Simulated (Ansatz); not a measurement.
Ansatz (a first-principles code) input for Br₂H₂OSn, SMILES [OH][SnH]([Br])[Br], PBE/def2-SVPD. Geometry: PBE0-D3(BJ)/def2-SVP. The structure was generated by enumeration; whether it is a known compound was not checked. The def2 effective core potentials stand for the cores of Sn; spin–orbit coupling is left out. The values are those of a single conformer.

Ansatz 0.2 input:
```yaml
crystal:
  periodic: [false, false, false]
  atoms:
    - {symbol: Sn, position_ang: [0.32132931, -0.65157153, 0.00000000]}
    - {symbol: O, position_ang: [-0.92102176, -2.17496734, 0.00000001]}
    - {symbol: Br, position_ang: [-0.12494648, 0.75958375, -1.99130808]}
    - {symbol: Br, position_ang: [-0.12494648, 0.75958375, 1.99130807]}
    - {symbol: H, position_ang: [1.89635275, -1.28570843, 0.00000000]}
    - {symbol: H, position_ang: [-1.84839033, -1.90683892, 0.00000000]}
basis:
  gaussian:
    orbitals: def2-SVPD
hamiltonian:
  xc: {name: PBE}
```

Program output:

```
WARN ansatz: RAYON_NUM_THREADS=1 ignored (pool sized by the plan → 1); use --threads N
Functional definition: PBE
integrals: 0.12 GiB planned
1544 factors; their error is unknown
mean field: 0.60 GiB planned
mean field evaluation 1: about -147957.3227 eV, gradient 6.4e1 eV
mean field evaluation 2: about -147831.2993 eV, gradient 2.0e2 eV
mean field evaluation 4: about -147963.7417 eV, gradient 2.2e1 eV
mean field evaluation 8: about -147965.0260 eV, gradient 1.4e-1 eV
mean field evaluation 16: about -147964.9750 eV, gradient 2.2e-4 eV
mean field -147964.97495840 eV, -5437.6125354591 hartree, gradient 5.6e-5 eV, S^2 0.000000; 0 other end points of the search recorded, 0 dependent functions left out
reference -147964.97501447 eV, -5437.6125375194 hartree; 51, 51 occupied and 102, 102 virtual orbitals, 1544 factors
Total energy: -147964.97501447 eV, -5437.6125375194 hartree
```

Self-consistency was reached.
